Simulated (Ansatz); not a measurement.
`BrC[SiH2]Br` + `F[CH2][GeH2][Cl]` → `FC[SiH2]CBr` + `[Cl][GeH2][Br]`  (redistribution)

Isolated molecules relaxed with PBE0-D4/def2-TZVP in Ansatz; ΔE leaves out vibrations. CBS: MP2 limit from def2 TZ/QZ plus the TZ coupled-cluster correction, frozen cores. Functionals use def2-TZVPP. B3LYP here is the variant with VWN-RPA as its local correlation; programs differ in this. For Br, Ge outer-core shells are correlated without core-valence functions, which leaves a few kJ/mol of doubt a bond. Scalar relativity is left out up to krypton. One conformer a species, not always the lowest.

**Question.** Is it downhill or uphill in electronic energy at CCSD(T)/CBS, and by how much? (Best estimate.)

**Answer.** The calculation gave: Uphill: ΔE = +0.13 eV.

**Question.** What do these levels give: PBE-D4, B2PLYP, B3LYP, HF/def2-TZVPP, CCSD/def2-TZVPP, CCSD/CBS(def2)? (Estimate.)

**Answer.** Ansatz gave: PBE-D4 0.07, B2PLYP 0.08, B3LYP 0.06, HF/def2-TZVPP 0.05, CCSD/def2-TZVPP 0.10, CCSD/CBS(def2) 0.13 eV.

Largest T1 diagnostic among the species: 0.010.

In def2-TZVPP, CCSD(T) changes the Hartree–Fock value by +0.05 eV (the triples alone add +0.00 eV) and MP2 by +0.08 eV.
